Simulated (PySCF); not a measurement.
Compound: C5H9N3S.
SMILES with atom numbers: `[CH3:1][S:2][c:3]1[n:4][n:5]([CH3:6])[n:7][c:8]1[CH3:9]` (hydrogens: H10, H11, H12 on C1; H13, H14, H15 on C6; H16, H17, H18 on C9)

Computed by this run: PBE0-D3(BJ)/def2-SVP geometry optimisation, gas phase in PySCF 2.14.0; density fitting, grid level 1; the optimiser is geomeTRIC in internal coordinates, started from a GFN2-xTB structure with every atom displaced at random (about 0.01 Å).

Step 0: E = -20611.0436 eV
```
atom  x, y, z in Å  |  force x, y, z in eV/Å
C1     -2.6494   -1.5506    0.0273   -1.210   1.549   0.479
S2     -2.3381    0.2476    0.1685   -0.385  -0.415  -0.009
C3     -0.6183    0.2156    0.0471    2.362  -0.262  -0.131
N4      0.1458   -0.8937   -0.1047   -2.742  -0.293   0.117
N5      1.3601   -0.4875   -0.1570    0.629   1.353   0.023
C6      2.4628   -1.3789   -0.2758   -0.300  -0.765   0.265
N7      1.5256    0.8156   -0.0356    0.536   0.227  -0.099
C8      0.3085    1.3179    0.0875   -1.139  -0.745   0.213
C9     -0.0160    2.7546    0.2643    0.213  -0.479  -1.075
H10    -3.7478   -1.6485    0.1011    0.244  -0.085  -0.101
H11    -2.1831   -2.0483    0.8531    0.502  -0.578   0.595
H12    -2.2892   -1.8800   -0.9194    0.407  -0.572  -0.958
H13     3.2390   -0.8670   -0.8155    0.671   0.261  -0.323
H14     2.8154   -1.6891    0.7186    0.145  -0.002   0.021
H15     2.1307   -2.2744   -0.8240    0.067   0.156   0.035
H16    -0.6648    3.0949   -0.5564   -0.044   0.070  -0.023
H17    -0.5386    2.9358    1.1828   -0.456   0.148   0.915
H18     0.8964    3.3315    0.2380    0.500   0.432   0.056
```

Step 1: E = -20611.1921 eV
```
atom  x, y, z in Å  |  force x, y, z in eV/Å
C1     -2.6890   -1.5336    0.0772    0.277  -0.137   0.022
S2     -2.3386    0.2321    0.1383    0.070   0.131  -0.003
C3     -0.5898    0.1921    0.0544   -0.422   0.073  -0.409
N4      0.1080   -0.9002   -0.2218    0.531   0.096   0.293
N5      1.3636   -0.4591   -0.2697   -0.272  -0.142   0.124
C6      2.4748   -1.3693   -0.3041    0.115   0.152  -0.132
N7      1.5198    0.8277   -0.0541   -0.011  -0.032  -0.081
C8      0.2904    1.2997    0.1304    0.141   0.019   0.063
C9     -0.0057    2.7474    0.2812   -0.149   0.100   0.024
H10    -3.7761   -1.6377   -0.0104   -0.077   0.003   0.009
H11    -2.3352   -2.0115    1.0050   -0.070  -0.052  -0.132
H12    -2.1886   -2.0016   -0.7889   -0.117   0.108   0.156
H13     3.3295   -0.8676   -0.7813   -0.095  -0.026   0.063
H14     2.7566   -1.6803    0.7130    0.020  -0.036   0.027
H15     2.1853   -2.2465   -0.8890   -0.032  -0.100  -0.037
H16    -0.5868    3.1094   -0.5834    0.002   0.007   0.012
H17    -0.6069    2.9706    1.1799    0.089  -0.109  -0.040
H18     0.9279    3.3241    0.3234   -0.001  -0.053   0.042
```

Step 2: E = -20611.2069 eV
```
atom  x, y, z in Å  |  force x, y, z in eV/Å
C1     -2.7219   -1.5093    0.0782    0.028   0.002   0.005
S2     -2.3352    0.2530    0.0977    0.118  -0.117   0.014
C3     -0.5905    0.1792    0.0045    0.238   0.053   0.349
N4      0.1400   -0.9182   -0.1571    0.011  -0.148  -0.401
N5      1.3859   -0.4699   -0.2466   -0.334  -0.021   0.286
C6      2.5143   -1.3584   -0.2997   -0.029  -0.038  -0.042
N7      1.5265    0.8259   -0.0853   -0.028   0.042   0.109
C8      0.2919    1.2849    0.0968    0.055   0.170  -0.306
C9     -0.0198    2.7242    0.2810   -0.050   0.064  -0.074
H10    -3.8156   -1.5857    0.0187   -0.001  -0.005   0.001
H11    -2.3629   -2.0001    0.9936    0.000   0.006  -0.007
H12    -2.2624   -1.9925   -0.7945   -0.017   0.009  -0.006
H13     3.3359   -0.8484   -0.8170   -0.017   0.009   0.012
H14     2.8421   -1.6419    0.7129    0.003  -0.009  -0.002
H15     2.2224   -2.2589   -0.8534    0.003   0.003   0.010
H16    -0.6041    3.1117   -0.5700    0.003   0.014   0.020
H17    -0.6180    2.8982    1.1891    0.015  -0.035   0.014
H18     0.9106    3.3019    0.3509    0.001   0.001   0.018
```

**Question.** Estimate the geometry and energy of step 3. (The exact step hangs on the optimiser's Hessian estimate; all steps are aligned on step 2, rigid shifts and turns removed.)

**Answer.** E = -20611.2229 eV, largest force 0.175 eV/Å
```
atom  x, y, z in Å  |  force x, y, z in eV/Å
C1     -2.6893   -1.5240    0.0787   -0.058   0.051  -0.006
S2     -2.3288    0.2437    0.1309   -0.033  -0.042  -0.005
C3     -0.5888    0.1974    0.0015   -0.108   0.036   0.125
N4      0.1237   -0.9077   -0.1829    0.056   0.137  -0.041
N5      1.3699   -0.4663   -0.2359   -0.009  -0.060   0.089
C6      2.4848   -1.3716   -0.2890    0.012  -0.005  -0.048
N7      1.5233    0.8293   -0.0743    0.068  -0.027   0.007
C8      0.2925    1.3063    0.0809   -0.017  -0.130  -0.116
C9     -0.0171    2.7462    0.2687    0.003  -0.010  -0.039
H10    -3.7839   -1.6145    0.0526    0.017   0.004   0.003
H11    -2.2954   -2.0385    0.9650    0.031   0.016   0.028
H12    -2.2554   -1.9739   -0.8222    0.009  -0.025  -0.050
H13     3.3174   -0.8647   -0.7892    0.037   0.001  -0.009
H14     2.7989   -1.6754    0.7225   -0.012   0.003  -0.007
H15     2.1861   -2.2609   -0.8584    0.006   0.037   0.018
H16    -0.5974    3.1454   -0.5793    0.008  -0.009   0.014
H17    -0.6161    2.9056    1.1779   -0.014   0.009   0.029
H18     0.9148    3.3191    0.3525    0.004   0.013   0.007
```

The energy changes by -0.0160 eV. The first-order estimate −F·Δx gives -0.0343 eV and the mean of the old and new forces, exact on a quadratic surface, -0.0166 eV. The step makes an angle of 76° with the force vector and moves no atom by more than 0.083 Å.

The cost below is that of the whole optimisation. The run took 2.5 min of wall time on one thread of an Arm Neoverse V2, on a shared host, and the process peaked at 0.73 GiB of memory.
